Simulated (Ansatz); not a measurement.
Computed with Ansatz on PBE0-D4/def2-TZVP structures; ΔE is electronic, products minus reactants. CCSD(T)/CBS adds triple-zeta CCSD(T) − MP2 to the extrapolated MP2 energy (def2 sets, frozen cores). Functionals use def2-TZVPP. HSE06 is defined as in plane-wave codes. Elements past krypton have def2 core potentials. For In outer-core shells are correlated without core-valence functions, which leaves a few kJ/mol of doubt a bond. Each species was taken in one conformer, which may not be the lowest.

Reaction (redistribution): `B[SiH](F)Cl` + `C[O][In]([OH])[O][SiH3]` → `B[SiH](F)OC` + `[OH][In]([Cl])[O][SiH3]`

(1) Is it downhill or uphill in electronic energy at CCSD(T)/CBS, and by how much? (Best estimate.)

(2) What do these levels give: r2SCAN-D4, B97M-V, r2SCANh-D4, r2SCAN0-D4, BHLYP-D4, CAM-B3LYP-D4, r2SCAN0, HSE06, BHLYP, HF/def2-TZVPP, MP2/def2-TZVPP, CCSD(T)/def2-TZVPP? (Estimate.)

Largest T1 diagnostic among the species: 0.016.

Answers

(1) The calculation gave: Downhill: ΔE = -0.98 eV.

(2) Computed: r2SCAN-D4 -0.95, B97M-V -0.98, r2SCANh-D4 -0.99, r2SCAN0-D4 -1.04, BHLYP-D4 -1.11, CAM-B3LYP-D4 -1.05, r2SCAN0 -1.04, HSE06 -0.99, BHLYP -1.14, HF/def2-TZVPP -1.28, MP2/def2-TZVPP -0.98, CCSD(T)/def2-TZVPP -1.00 eV.

The D4 term adds +0.04 eV with B3LYP and +0.02 eV with PBE0; it sums over pairs of atoms, weighted by their polarisabilities, and B3LYP, whose exchange is more repulsive, gets the larger term. From BLYP to BHLYP (50 % exact exchange), in def2-TZVPP and without D4, ΔE moves by −0.21 eV.

B3LYP here is the variant with VWN-RPA as its local correlation; programs differ in this.
